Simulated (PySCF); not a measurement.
C5H11ClSSi.
Atom-mapped SMILES: `[CH3:1][S:2][Si@@H:3]([Cl:4])[CH:5]1[CH2:6][CH2:7][CH2:8]1`

NICS is the negative of the GIAO shielding at a point without a nucleus: at the ring centre (0) and 1 Å above and below it (1); zz is the component along the ring normal. Level: GIAO PBE0/pcSseg-1 (PySCF, non-relativistic, gas phase) on the GFN2-xTB geometry, one conformer.

Ring bond lengths (Å), with Mayer bond orders in brackets: C5–C6 1.541 (1.00), C6–C7 1.533 (1.04), C7–C8 1.533 (1.04), C8–C5 1.542 (1.00).

**Question.** What do the NICS probes read (ppm)?

**Answer.** 
| ring | type | NICS(0) | NICS(1), two faces | NICS(1)zz, two faces | rms pucker (Å) | centre to ring atoms, mean (Å) |
| --- | --- | --- | --- | --- | --- | --- |
| C5–C6–C7–C8 | 4-membered carbocycle; formal bonds all single | 1.1 | 0.5 / -0.3 | 3.9 / 5.3 | 0.09 | 1.08 |

**Question.** What can be read from them?

**Answer.** 
- C5–C6–C7–C8: mean NICS(1)zz 4.6 ppm, deshielded. C5, C6, C7, C8 have four or more neighbours, and the NICS criterion for π rings isn't applied.

**Question.** At the second NICS(1) probe listed for ring C5–C6–C7–C8, 1 Å off the ring, how large is the induced field along the normal in 9.4 T applied along it?

**Answer.** NICSzz × B0 = 5.3 ppm × 9.4 T = 50 μT, along the applied field.

**Question.** List the ring angles and the Hirshfeld charges of the ring atoms.

**Answer.** 
- C5–C6–C7–C8: C5 88.9° (-0.116 e), C6 89.3° (-0.070 e), C7 89.5° (-0.070 e), C8 89.3° (-0.068 e); sum 357.0° against 360° for a flat convex ring.

**Question.** What are the shieldings of the ring atoms and their hydrogens in the same run (means over atoms taken as equivalent)?

**Answer.** 
```csv
atoms,environment,σ isotropic (ppm),"principal values of the symmetric part, first atom (ppm)"
C5,sp3 carbon bound to silicon,162.2,"152.2, 164.3, 170.1"
C6,four-membered-ring carbon,164.3,"151.4, 159.3, 182.2"
C7,four-membered-ring carbon,165.9,"150.5, 167.0, 180.2"
C8,four-membered-ring carbon,165.0,"151.1, 160.3, 183.6"
H on C5,methine hydrogen,29.61,"25.5, 29.7, 33.6"
H on C6,methylene hydrogen,29.18,"25.8, 26.9, 34.9"
H on C6,methylene hydrogen,29.75,"25.3, 29.3, 34.7"
H on C7,methylene hydrogen,29.59,"26.5, 27.8, 34.5"
H on C7,methylene hydrogen,29.73,"26.0, 26.1, 37.1"
H on C8,methylene hydrogen,29.93,"25.1, 29.8, 34.9"
H on C8,methylene hydrogen,29.27,"25.7, 27.2, 34.9"
```

Hardware: one thread, Arm Neoverse N1 (aarch64), no GPU, shared host with 64 logical CPUs at a one-minute load of 62. Cost: 75 s, 1.0 GiB resident at most. This is the whole shielding run at PBE0/pcSseg-1, SCF included.

Conformer computed: `[CH3:1][S:2][Si@@H:3]([Cl:4])[CH:5]1[CH2:6][CH2:7][CH2:8]1`: C1–S2–Si3–Cl4 45°, S2–Si3–C5–C6 169°.
